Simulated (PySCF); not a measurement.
A geometry optimisation on `[O]=[V]=[O]` [radical].

Computed with PBE0-D3(BJ)/def2-SVP geometry optimisation, gas phase (PySCF 2.14.0). Start geometry: GFN2-xTB. A driver script takes a list of jobs; this job's settings line and coordinates (Å) are shown.

Command:
```bash
OMP_NUM_THREADS=1 python probes_run.py task.json out
```

Input:
```
{"job": {"xc": "PBE0", "basis": "def2-SVP", "d3": "d3bj", "grid": 1, "maxiter": 40, "kind": "geom"}, "charge": 0, "multiplicity": 2}
V      0.004410    -0.005750    -0.584070
O      1.246790    -0.018680     0.301720
O     -1.251200     0.024430     0.282340
```

Output:
```
step   0  E = -1093.83180225  max force = 0.082802
step   1  E = -1093.83904250  max force = 0.005754
step   2  E = -1093.83940880  max force = 0.001345
step   3  E = -1093.83942169  max force = 0.000169
optimisation converged
```

Energies in Eh; «max force» is the largest Cartesian gradient component in Eh/bohr.

Problem. Give the first gradient maximum in eV/Å.

Solution. With 1 Eh/bohr = 51.422 eV/Å, 4.258 eV/Å.

Problem. How much energy does the optimisation release, in kJ/mol?

Solution. E(step 0) − E(last step) = 0.007619 Eh, which is 20.0 kJ/mol.

In short: final energy -1093.83942 Eh after 3 steps; dipole 5.91 D.

Problem. Give the final coordinates.

Solution. 0.062 Å rms from the input after alignment:
```
atom  x, y, z in Å
V1     0.0033   -0.0059   -0.5794
O2     1.3237   -0.0211    0.2975
O3    -1.3270    0.0270    0.2819
```

Rough CPU time on one thread of a shared machine: about 6 s.
Labels such as C1 count atoms from 1, the log's own numbers from 0.

Caution for open-shell metal species: one SCF solution and one stationary point were followed, and a lower state or a bent or distorted shape isn't ruled out.
